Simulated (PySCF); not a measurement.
H3O3Re, neutral, multiplicity 3. Atoms are numbered in the order given.

```xyz
7

Re     0.0094     0.0020     0.0000
O      0.0830     0.9233    -1.6249
H     -0.7719     1.1603    -2.0255
O      0.0830     0.9233     1.6249
H     -0.7719     1.1603     2.0255
O     -0.1472    -1.8611     0.0000
H      0.6907    -2.3567     0.0000
```
Charge 0, spin multiplicity 3.

The structure is a stationary point at B3LYP-D3(BJ)/def2-SVP. The spin state was assumed, not searched. The def2 effective core potentials stand for the cores of Re; spin–orbit coupling is left out. The values are those of a single conformer.

These are PBE/def2-TZVPD (PySCF) values and carry that method's errors.

Mulliken values depend strongly on the basis, most of all with diffuse functions as here. ESP charges are fitted to the potential on shells at 1.4 to 2.0 van der Waals radii. Atomic charges (e):

| atom | Mulliken | ESP fit | Mulliken spin |
|---|---|---|---|
| Re1 | 0.58 | … | 1.98 |
| O2 | -0.48 | … | -0.02 |
| H3 | 0.28 | … | 0.03 |
| O4 | -0.48 | … | -0.02 |
| H5 | 0.28 | … | 0.03 |
| O6 | -0.48 | … | -0.02 |
| H7 | 0.28 | … | 0.03 |

**Question.** What belongs in the gaps? (Estimate from the structure and the level; the computed values follow.)

**Answer.** 
- Re1, ESP fit: 0.04
- O2, ESP fit: -0.34
- H3, ESP fit: 0.33
- O4, ESP fit: -0.34
- H5, ESP fit: 0.33
- O6, ESP fit: -0.40
- H7, ESP fit: 0.38
